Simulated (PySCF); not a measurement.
**UHF on Os⁺ (osmium, charge +1)**

Configuration: [Xe] 4f14 5d5 6s2, high-spin 6S determinant (an excited configuration). Computed with PySCF 2.14 in aug-cc-pVQZ-PP with ECP60MDF (7s7p6d4f3g2h, 135 functions), with a scalar-relativistic core potential.

* Total energy: -89.798059 hartree
* One-electron energy: -149.2928 hartree
* Hartree (Coulomb) energy: 67.9526 hartree
* Exchange energy: -8.4578 hartree
* ⟨S²⟩: 8.7698
* ⟨L²⟩: 0.000
* Sum of ⟨r⟩: 23.31 bohr
* Sum of ⟨r²⟩: 46.32 bohr²

| shell | electrons | mean orbital energy (hartree) | rms radius, mean of both spins (bohr) |
| --- | --- | --- | --- |
| 5s α | 1 | -4.47841 | 1.09 |
| 5s β | 1 | -4.22545 | 1.09 |
| 5p α | 3 | -2.84986 | 1.26 |
| 5p β | 3 | -2.48988 | 1.26 |
| 5d α | 5 | -0.88083 | 1.78 |
| 6s α | 1 | -0.63940 | 3.04 |
| 6s β | 1 | -0.53662 | 3.04 |

Energies and moments cover only the electrons outside the core potential. Spin-orbit coupling, which splits the p, d and f shells strongly at this Z, is absent.
